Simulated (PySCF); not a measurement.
**`InChI=1S/C3H9BSi/c1-3-2-5(3)4/h3,5H,2,4H2,1H3/t3-,5+/m1/s1`**

Geometry (Å), atoms numbered from 1 in this order:
```xyz
14

B     2.2853   -0.5942    0.0242
Si    1.0118    0.7593    0.4087
C    -0.4216    1.1340   -0.8177
C    -0.8840    0.3649    0.3733
C    -1.3710   -1.0443    0.1712
H     2.0363   -1.5179   -0.6526
H     3.3677   -0.5365    0.4702
H     1.1634    1.9593    1.2447
H    -0.7627    2.1540   -0.9110
H    -0.4338    0.6076   -1.7607
H    -1.4898    0.9252    1.0760
H    -0.7427   -1.5708   -0.5430
H    -1.3670   -1.5986    1.1086
H    -2.3926   -1.0423   -0.2141
```

Method used: TDDFT PBE0/def2-SVPD circular dichroism and optical rotation, one conformer, gas phase in PySCF. Geometry: GFN2-xTB.

States above about 6.6 eV (minus the energy of the highest occupied orbital) lie near or above the ionisation threshold and depend on the basis.

Problem. Draw the ECD and absorption spectra from the lowest 8 states, each a Gaussian of half-width 0.25 eV at 1/e height.

Solution. 
| E (eV) | λ (nm) | Δε (L mol⁻¹ cm⁻¹) | ε (L mol⁻¹ cm⁻¹) |
| --- | --- | --- | --- |
| 3.30 | 375 | -0.11 | 256 |
| 3.45 | 359 | -0.85 | 1970 |
| 3.60 | 344 | -3.17 | 7380 |
| 3.75 | 330 | -5.78 | 13400 |
| 3.90 | 318 | -5.12 | 11900 |
| 4.05 | 306 | -2.20 | 5180 |
| 4.20 | 295 | -0.39 | 1270 |
| 4.35 | 285 | +0.15 | 649 |
| 4.50 | 275 | +0.12 | 778 |
| 4.65 | 266 | -1.04 | 572 |
| 4.80 | 258 | -4.23 | 316 |
| 4.95 | 250 | -7.22 | 259 |
| 5.10 | 243 | -5.91 | 190 |
| 5.25 | 236 | -2.26 | 75.6 |
| 5.40 | 229 | +0.49 | 21.8 |
| 5.55 | 223 | +4.37 | 35.8 |
| 5.70 | 217 | +9.96 | 85.1 |
| 5.85 | 212 | +10.87 | 157 |
| 6.00 | 207 | +4.97 | 458 |
| 6.15 | 202 | -2.37 | 1570 |
| 6.30 | 197 | -7.10 | 3620 |
| 6.45 | 192 | -4.60 | 5590 |

Δε uses R in velocity form, ε uses f in length form. Only the states computed contribute, so the short-wavelength end is incomplete.

The sign of the CD band at 275 nm isn't settled: the length form gives the opposite one.
